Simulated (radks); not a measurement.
The numbers below are computed, except where a source is named.
Species: Er65+. Configuration: [He] 2s1.

Code: a radial shooting solver on a logarithmic mesh with Libxc functionals. Model: scalar-relativistic Kohn-Sham, PBEsol, spin-polarised, spherical densities, point nucleus; open shells are filled with parallel spins first (spin-orbit coupling, left out, can overturn this in heavy ions).

Energy parts (hartree):
| part | energy |
|---|---|
| total | -5499.8924 |
| kinetic | 6304.5378 |
| electron-nucleus | -11883.0622 |
| Hartree | 130.0540 |
| exchange-correlation | -51.4219 |

Orbitals (lengths in bohr, moments of r in powers of bohr; r(90%) holds 90 % of the orbital's charge):
\begin{tabular}{lrrrr}
orbital & occ. & eigenvalue (hartree) & <r^2> & r(90%) \\ \hline
1s up & 1 & -2395.295 & 0.0005621 & 0.0367 \\
1s down & 1 & -2394.464 & 0.0005619 & 0.0367 \\
2s up & 1 & -594.9285 & 0.007951 & 0.126 \\
\end{tabular}

The highest occupied level is 2s up at -16188.8 eV. For comparison, the ionisation energy in NIST's Atomic Spectra Database is 16274.6 eV (theoretical). In exact Kohn-Sham theory the highest level is minus the ionisation energy, but local and semilocal functionals leave it too shallow, through self-interaction and a potential that decays too fast; potentials with the right tail come closer.
